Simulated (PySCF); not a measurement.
Species: C₅H₃FN₂.
Structure used (PBE0-D3(BJ)/def2-SVP), in Å, numbered top down from 1:
```xyz
11
C5H3FN2 angstrom
C     -1.900   -0.773   -0.048
C     -0.677   -0.678    0.462
C      0.376    0.224   -0.150
F     -0.115    0.874   -1.245
C      0.812    1.233    0.841
N      1.125    2.016    1.630
C      1.547   -0.582   -0.562
N      2.441   -1.240   -0.881
H     -2.193   -0.203   -0.933
H     -2.642   -1.430    0.410
H     -0.353   -1.235    1.345
```

Linear response at wB97X-D/def2-SVPD (PySCF, frozen core in the response, non-relativistic).

Static isotropic polarisability: 66.51 au (9.86 Å³), principal values 52.0, 68.7, 78.8 au.

Problem. What is the polarisability at 1064 nm and at the sodium D line?

Solution. 67.06 au at 1064 nm (+0.8 %), 68.36 au at 589.3 nm (+2.8 %). The rise at 589.3 nm is 3.36 times that at 1064 nm; a pure ω² law gives 3.26. The lowest singlet lies at 187 nm, shorter than both wavelengths.

Problem. What is the isotropic C6 coefficient between two such molecules, C6 = (3/π)∫α(iω)² dω?

Solution. 1875 au (Eh·bohr⁶) by a ten-point quadrature over imaginary frequencies, which is 1120 eV·Å⁶ or 108 J·nm⁶/mol.

Problem. Which effective excitation energy ω̄ makes London's formula C6 = (3/4)α²ω̄ exact here?

Solution. ω̄ = 4·C6/(3α²) = 0.565 Eh = 15.4 eV. A one-pole form α(ω) = α/(1 − ω²/ω̄²) fitted to the 1064 nm value gives 12.9 eV.

Problem. The lowest 6 singlets have (eV, f): 6.64, 0.001; 7.09, 0.002; 7.18, 0.001; 7.52, 0.385; 7.53, 0.001; 7.85, 0.004. What share of the static polarisability do they carry in the sum over states α = Σ f/ω²?

Solution. 5.16 au, 7.8 % of α; the largest term, 5.05 au, is that of the state at 7.52 eV. Their oscillator strengths add up to 0.39. Higher states carry the rest.

Problem. How anisotropic is the static polarisability, by Δα² = ½[(α1 − α2)² + (α2 − α3)² + (α3 − α1)²]?

Solution. Δα = 23.5 au, or 0.35 of the isotropic value.

Problem. What molar refraction at the D line follows from R = (4π/3)·N_A·α′, with α′ the polarisability volume?

Solution. α′ = 10.13 Å³ gives R = 25.56 cm³/mol, for isolated, non-vibrating species.

Cost: about 40 s of CPU time on one thread; the machine was shared, so the figure is rough. This is the whole response run at wB97X-D/def2-SVPD, SCF included.

One conformer stands for the species.

The pairwise dispersion term of wB97X-D wasn't added to the energies; at a given geometry it leaves orbitals and properties as they are.
